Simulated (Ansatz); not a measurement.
Relaxation of FH$_{9}$N$_{2}$Si (13 atoms, charge 0, multiplicity 1), to a largest force component of 0.03 eV/Å in at most 50 steps.

Theory: RKS PBE0-D4/def2-mTZVP in Ansatz 0.2.0.

```xyz
13
Properties=species:S:1:pos:R:3:forces:R:3
Si -1.006 -1.970 0.086 0.83 0.39 -0.19
F 0.512 -1.501 -0.365 -0.83 -0.26 0.23
H -2.020 -1.136 -0.594 0.01 0.00 0.00
H -1.123 -3.370 -0.397 0.01 0.00 -0.01
H -1.130 -1.954 1.558 0.00 0.01 0.00
H 0.217 1.201 0.373 -0.14 -0.01 0.14
N -0.525 0.959 1.029 -0.03 -0.13 -0.08
H 1.416 0.333 -1.120 0.05 0.09 -0.04
N 1.775 1.255 -1.352 0.07 -0.09 -0.09
H -1.219 1.699 0.989 0.02 -0.01 0.01
H -0.122 0.979 1.959 0.00 0.01 0.00
H 2.220 1.653 -0.534 0.00 0.00 0.00
H 1.006 1.852 -1.632 0.00 -0.01 0.01
```

Question: Where does it end, and by what steps?

Answer: The run converged. The force dipped under the threshold on the way, but the program's further checks kept it going. After 16 steps the energy has fallen by 0.081 eV; H10 moved furthest, 0.53 Å.

```tsv
step	energy less start (eV)	largest force component (eV/Å)	accepted
0	0.0000	0.833	yes
1	-0.0456	0.468	yes
2	-0.0546	0.510	yes
3	-0.0680	0.253	yes
4	-0.0705	0.143	yes
5	-0.0770	0.098	yes
6	-0.0777	0.064	yes
7	-0.0783	0.093	yes
8	-0.0788	0.040	yes
9	-0.0794	0.014	yes
10	-0.0797	0.112	yes
11	-0.0799	0.083	yes
12	-0.0807	0.035	yes
13	-0.0808	0.006	yes
14	-0.0810	0.041	yes
15	-0.0811	0.032	yes
16	-0.0812	0.024	yes
```

```xyz
13
Properties=species:S:1:pos:R:3
Si -0.965 -1.692 0.148
F 0.616 -1.392 -0.082
H -1.856 -0.843 -0.678
H -1.080 -3.071 -0.416
H -1.357 -1.802 1.572
H 0.003 1.198 0.405
N -0.580 0.707 1.079
H 1.626 0.304 -1.105
N 1.859 1.214 -1.491
H -1.401 1.278 1.248
H -0.056 0.671 1.948
H 2.172 1.814 -0.736
H 1.019 1.615 -1.892
```

Run time: 44 s on 2 threads of Arm Neoverse V1, with other jobs on the host, peak memory 0.21 GiB.
